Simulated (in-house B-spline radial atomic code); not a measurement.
Pb²⁺. Computed with a B-spline radial atomic code. Model: non-relativistic spherical atom: semilocal Troullier-Martins pseudo-atom, one channel per l, against all electrons, high spin, G0W0 and RPA with empty states to l = 8, local potential for every l without a channel, a model core (radius 0 = none) keeps its share of the functional.

The core holds an angular momentum without a channel of its own, so the local potential lets valence electrons into it.

Without relativity these are model numbers for so heavy an element.

What the tables leave out is listed at the end.

The pseudopotential gives back the lowest level of each angular momentum of its own functional in the configuration it was made in; a second state of the same l is only approximately right. Exact exchange, RPA and GW see the smooth pseudo-orbitals and miss the exchange with the core, for which the functional's share stands in. The column with an uncorrelated core keeps all orbitals and exact exchange, and so separates missing core correlation from pseudisation. Only the three outermost levels and the lowest empty one were computed. RPA here is direct RPA, with no exchange kernel, and its energies carry an (l + 1/2)⁻⁴ tail. A hybrid on a potential with a model core restores only its own semilocal share of the core's exchange.

Command:
```bash
python run_psgw.py task.json out
```
Settings (lengths in bohr, energies in hartree):
```
Z                      82
electrons              80
configuration          [Xe] 4f14 5d10 6s2
generated_in           [Xe] 4f14 5d10 6s2 6p2
functional             pbe,pbe
core_shells            11
radius_factor          1.3
core_correction        True
ion_configuration      [Xe] 4f14 5d10 6s1
```

Time taken, with all properties: 71 s on 1 thread of Intel(R) Xeon(R) Platinum 8488C (Sapphire Rapids) (shared host).

Given: made with PBE; model core radius 0.725 bohr; local radius 1.446 bohr; mean-field start PBE.

Valence shells of the generating configuration: 5p, 5d, 6s, 6p.

Channel: s 2.888, p 1.192, d 1.388 (radii in bohr).

Computed: largest level miss in the spin-unpolarised generating configuration 0.083 eV; valence RPA correlation energy all-electron orbitals -1.063 hartree; valence RPA correlation energy pseudo -1.2562 hartree; all-electron RPA polarisability, core included 16.437 bohr³; pseudo-atom RPA polarisability 16.363 bohr³; ionisation by mean-field pseudo minus all 0.113 eV; ionisation by RPA all-electron 28.522 eV.

| level | occupied | mean-field all-electron (eV) | mean-field pseudo minus all (eV) | G0W0 all-electron (eV) | G0W0 uncorrelated core minus all (eV) | G0W0 pseudo minus all (eV) | exchange self-energy all-electron (eV) | exchange self-energy pseudo (eV) |
| --- | --- | --- | --- | --- | --- | --- | --- | --- |
| 6s | 1 | -23.987 | -0.071 | -28.481 | 0.043 | -1.718 | -14.956 | -16.059 |
| 5d | 1 | -40.741 | -0.083 | -48.273 | 0.127 | 0.904 | -41.745 | -33.088 |
| 6p (empty) | 0 | -16.995 | -0.196 | -13.996 | 0.047 | 0.037 | -5.2027 | -3.7566 |

Q: What is the ionisation by RPA pseudo minus all?

A: 1.716 eV.

Q: What is the ionisation by mean-field all-electron?

A: 28.215 eV.

Given: mean-field start PBE0.

Computed: valence RPA correlation energy all-electron orbitals -1.012 hartree; valence RPA correlation energy pseudo -1.1959 hartree; all-electron RPA polarisability, core included 15.05 bohr³; pseudo-atom RPA polarisability 13.722 bohr³; ionisation by mean-field all-electron 27.873 eV; ionisation by mean-field pseudo minus all 0.784 eV.

```csv
level,occupied,mean-field all-electron (eV),mean-field pseudo minus all (eV),G0W0 all-electron (eV),G0W0 uncorrelated core minus all (eV),G0W0 pseudo minus all (eV),exchange self-energy all-electron (eV),exchange self-energy pseudo (eV)
6s,1,-24.8,-0.679,-28.381,0.046,-1.877,-14.79,-16.82
6p (empty),0,-16.075,0.122,-13.942,0.045,0.261,-4.9566,-3.5152
```

Q: What is the ionisation by RPA pseudo minus all?

A: 1.86 eV.

Q: What is the ionisation by RPA all-electron?

A: 28.348 eV.

Among the listed levels the largest G0W0 shift of the pseudo-atom is -1.88 eV, for 6s on the PBE0 start, while leaving the core uncorrelated moves that level by +0.05 eV. So pseudisation and the lost core exchange, not the missing core correlation, make the error. Not in the tables (levels of low weight, unsolved or above zero; the highest and the empty levels are kept at any weight): on PBE the G0W0 levels 5p (pseudo minus all +2.56 eV, weights 0.14 and 0.02); on PBE0 the G0W0 levels 5d (pseudo minus all +1.15 eV, weights 0.77 and 0.53), 5p (pseudo minus all -18.38 eV, weights 0.00 and 0.18); no Hartree-Fock pseudo-atom is run with a model core.
